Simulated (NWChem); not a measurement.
A series in which one site is exchanged, each optimised at PBE0/def2-SVP with NWChem, gas phase unless a solvent is named. Some are not confirmed as minima by frequencies. def2 effective core potentials on Te; no spin-orbit coupling.

A: [F][Zn][F] (ZnF$_{2}$; site = Zn)
B: [Te](F)F (TeF$_{2}$; site = Te)
C: [F][Ca][F] (CaF2; site = Ca)
D: [F][Mg][F] (MgF2; site = Mg)

Problem. Rank them by static polarisability, PBE0/def2-SVPD (bohr³), lowest first.

Solution. D (17.5), A (19.7), C (21.7), B (38.7)
